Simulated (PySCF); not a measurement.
These are PySCF with TPSSh-D3(BJ)/def2-TZVP // TPSS-D3(BJ)/def2-SVP values and carry that method's errors. Isolated molecules, 0 K electronic values unless said otherwise. 

Reference species: [Zr(F)3] (neutral, multiplicity 2).

```json
{
 "coordination_number": "3",
 "highest_occupied_spin_orbital": "-5.36 eV",
 "mean_distance_from_the_central_atom_to_its_bonded_neighbours": "1.914 Å",
 "spin population on the central atom (Mulliken)": "1.03"
}
```

After one change: the coordination number stays essentially unchanged; the highest occupied spin orbital decreases by 0.81 eV; the mean distance from the central atom to its bonded neighbours falls by 0.151 Å; the spin population on the central atom (Mulliken) stays essentially unchanged.

### Question
Name the change that produced these shifts. The new species is one of these.
A. [Pt(F)3]
B. [Ti(F)3]
C. [Pd(F)3]
D. [Hf(F)3]

### Answer
B, [Ti(F)3]
